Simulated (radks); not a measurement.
Problem. The mean radii <r> (bohr) of the occupied orbitals of an atom or ion are listed with their occupations. Calculated with a radial shooting solver on a logarithmic mesh with Libxc functionals: scalar-relativistic Kohn-Sham, BLYP, spin-polarised, spherical densities, finite nucleus; Fermi nuclear charge, rms radius of each element as measured or else 0.836 A^(1/3) + 0.57 fm.

orbital  occ.      <r>
1s up       1  0.07682
1s down     1  0.07682
2s up       1   0.3621
2s down     1   0.3620
2p up       3   0.3247
2p down     3   0.3246
3s up       1    1.020
3s down     1    1.022
3p up       1    1.049

Name the element and its charge. Open shells, if any, are filled with parallel spins first.

Solution. Z = 20, calcium, charge +7: Ca7+ in [Ne] 3s2 3p1. The 1s radius gives Z: for a bare nucleus <r> = (2 gamma + 1)/(2Z) with gamma = sqrt(1 - (Z/c)^2), 0.07446 bohr for Z = 20, and screening makes it slightly larger (0.07682 here). The occupations add up to 13, and the charge is Z minus that.
